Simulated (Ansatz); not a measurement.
Start from `FB[SiH2][SiH3]` and change one atom or group to get `FB(S)[SiH2][SiH3]`.

Ansatz, PBE0-D4/def2-TZVP geometries, multiplicity 1. Each molecule was computed in one conformer, which needn't be the lowest.

```
                                                                                  property  `FB[SiH2][SiH3]`
ideal-gas entropy at 298 K and 1 bar (rigid rotor, harmonic PBE0-D4/def2-TZVP) / J/(mol·K)               357
                                                       LUMO energy (B3LYP/def2-TZVPP) / eV             -2.05
                                                         HOMO energy (PBE/def2-TZVPP) / eV             -6.71
                                                      HOMO–LUMO gap (PBE0/def2-TZVPP) / eV              6.07
                                                         LUMO energy (PBE/def2-TZVPP) / eV             -2.79
                                                        HOMO energy (PBE0/def2-TZVPP) / eV             -7.93
```

Question: Give the same properties after the change, and the shifts. (An estimate is asked.)

Answer: Ansatz gave: 
| property | `FB(S)[SiH2][SiH3]` | shift |
| --- | --- | --- |
| ideal-gas entropy at 298 K and 1 bar (rigid rotor, harmonic PBE0-D4/def2-TZVP) / J/(mol·K) | 394 | 37 |
| LUMO energy (B3LYP/def2-TZVPP) / eV | -1.59 | 0.46 |
| HOMO energy (PBE/def2-TZVPP) / eV | -6.87 | -0.16 |
| HOMO–LUMO gap (PBE0/def2-TZVPP) / eV | 6.58 | 0.51 |
| LUMO energy (PBE/def2-TZVPP) / eV | -2.30 | 0.49 |
| HOMO energy (PBE0/def2-TZVPP) / eV | -8.02 | -0.09 |

With PBE0 the HOMO falls by 0.09 eV and the LUMO rises by 0.42 eV, so the gap widens by about 0.51 eV. PBE moves the HOMO by -0.16 eV and ωB97M-V by -0.04 eV. The zero-point energy changes by 4.9 kJ/mol with +3 modes. Modes under 60 cm⁻¹, often nearly free rotors, make the harmonic entropy too high.

B3LYP here is the variant with VWN-RPA as its local correlation; programs differ in this.
